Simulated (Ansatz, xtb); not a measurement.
**H11PSi4: 4 structures ranked**

4 gas-phase structures of H11PSi4, from a drawn sample of its isomers (lower ones may exist). Each was relaxed with GFN2-xTB; where two conformers were screened, the lower at r2SCAN-D4/def2-SVP is listed:

A. `[SiH3][SiH2][Si@H]([SiH3])P`, a singlet
B. `[SiH3][Si]([SiH3])([SiH3])P`, a singlet
C. `[SiH3][SiH2]P([SiH3])[SiH3]`, a singlet
D. `[SiH3][SiH2][SiH2][SiH2]P`, a singlet

Q: Estimate their order in r2SCAN-D4/def2-SVP energy at these geometries, lowest first.

A: Calculated order at r2SCAN-D4/def2-SVP: C (0.0), B (7.2), A (9.4), D (10.8) kcal/mol.

Energies above the lowest of each column, in kcal/mol; the last columns are at PBE-D3(BJ)/def2-SVP geometries:

| structure | GFN2-xTB | HF/STO-3G | r2SCAN-D4/def2-SVP | PBE-D3(BJ)/def2-SVP | CCSD(T)/def2-SVP + ΔMP2/def2-TZVPP |
| --- | --- | --- | --- | --- | --- |
| C | 0.0 | 0.0 | 0.0 | 0.0 | 0.0 |
| B | 29.9 | 4.1 | 7.2 | 4.8 | 8.6 |
| A | 29.7 | 2.4 | 9.4 | 6.6 | 10.3 |
| D | 29.9 | 2.7 | 10.8 | 7.3 | 11.3 |

Every level run on C puts it lowest or level with the lowest. Some further structures that were screened fall inside this span and aren't listed. Flexible structures stand in one conformer each, not always the lowest. C keeps a small imaginary mode. ΔMP2 is the change of the MP2 energy from the smaller to the larger basis.

Over these structures GFN2-xTB departs from r2SCAN-D4/def2-SVP by 7.8 kcal/mol on average once a common shift is removed. A GFN2-xTB relaxation took about 0.11 s and the r2SCAN-D4/def2-SVP energy about 1.8 s on a shared host (Ansatz 0.2.0, xtb 6.7.1).
